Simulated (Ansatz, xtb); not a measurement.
## C4H6FN2O+: which of two isomers lies lower

Structure X is `COc1c[nH+]c(F)[nH]1`, a singlet and structure Y is `C[n+]1ncoc1CF`, a singlet. Both are isolated ions in the gas phase, relaxed with B3LYP/def2-SVP; the shapes shown needn't be the lowest conformers.

X (Å):

```xyz
14

C    -2.7993    1.0041   -1.1439
C    -0.7190    0.5358   -0.1394
C    -0.1771   -0.3976   -0.9891
C     1.2729   -0.0327    0.6554
F     2.3198   -0.0904    1.4031
N     1.0762   -0.7281   -0.4520
N     0.2118    0.7462    0.8834
O    -1.8372    1.2144   -0.0938
H    -2.3635    1.2785   -2.1174
H    -3.6436    1.6625   -0.9135
H    -3.1317   -0.0458   -1.1484
H    -0.5513   -0.8486   -1.9018
H     1.7402   -1.3959   -0.8419
H     0.0943    1.3874    1.6681
```

Y (Å):

```yaml
atoms:
  - { symbol: C, position_ang: [-2.1323, 0.6400, -1.3892] }
  - { symbol: C, position_ang: [0.3441, -1.6880, -0.5890] }
  - { symbol: C, position_ang: [-0.0835, 0.3027, 0.0730] }
  - { symbol: C, position_ang: [0.1113, 1.5869, 0.8273] }
  - { symbol: F, position_ang: [-1.0374, 2.3134, 0.8290] }
  - { symbol: N, position_ang: [-0.9754, -0.0705, -0.8231] }
  - { symbol: N, position_ang: [-0.7076, -1.3484, -1.2448] }
  - { symbol: O, position_ang: [0.7685, -0.6960, 0.2447] }
  - { symbol: H, position_ang: [-2.1552, 1.6573, -0.9886] }
  - { symbol: H, position_ang: [-3.0416, 0.0911, -1.1091] }
  - { symbol: H, position_ang: [-2.0217, 0.6441, -2.4814] }
  - { symbol: H, position_ang: [0.8993, -2.6251, -0.6216] }
  - { symbol: H, position_ang: [0.9290, 2.1581, 0.3480] }
  - { symbol: H, position_ang: [0.4201, 1.3368, 1.8573] }
```

Estimate which is lower in electronic energy at CCSD(T)/def2-SVP + ΔMP2/def2-TZVPP, and by roughly how much.

The CCSD(T)/def2-SVP + ΔMP2/def2-TZVPP calculation puts structure X lower, by 0.820 eV.

How the difference moves with the method:

```csv
level,geometry,E(Y) − E(X) (eV),departure from the last row (eV),"job, with rough time for the two"
GFN2-xTB,GFN2-xTB,+0.802,−0.018,"optimisation, 0.12 s"
HF/STO-3G,GFN2-xTB,+0.895,+0.076,"single point, 0.4 s"
r2SCAN-D4/def2-SVP,GFN2-xTB,+1.243,+0.423,"single point, 3.7 s"
B3LYP/def2-SVP,B3LYP/def2-SVP,+1.152,+0.333,"optimisation, 1.8 min"
HF/def2-SVP,B3LYP/def2-SVP,+1.101,+0.281,part of the CCSD(T) run
MP2/def2-SVP,B3LYP/def2-SVP,+1.052,+0.233,part of the CCSD(T) run
CCSD(T)/def2-SVP,B3LYP/def2-SVP,+0.933,+0.114,single point
CCSD(T)/def2-SVP + ΔMP2/def2-TZVPP,B3LYP/def2-SVP,+0.820,,"single point, 85 s"
```

As drawn, Y has 1 C–N, 1 N∷N, 2 C∷O, 1 C–C, 2 C–H in place of 2 C–O, 1 C∷C, 2 C∷N, 2 N–H (∷ is an aromatic bond).

The levels shown agree on the order. The largest departure from CCSD(T)/def2-SVP + ΔMP2/def2-TZVPP is that of r2SCAN-D4/def2-SVP, 0.423 eV. The last row adds to CCSD(T) the change of the MP2 difference between the two basis sets, here −0.114 eV.

With thermal terms from frequencies at re-optimised GFN2-xTB minima (ideal gas, soft modes damped towards free rotors, one conformer each, 298.15 K, 1 atm): on the last row, ΔE + ΔZPE = +0.787, ΔH = +0.791, ΔG = +0.769 eV.

The correlated steps freeze 8 core orbitals. Codes used: Ansatz 0.2.0, xtb 6.7.1; the last row on 4 threads of Arm Neoverse V1 on a shared host.
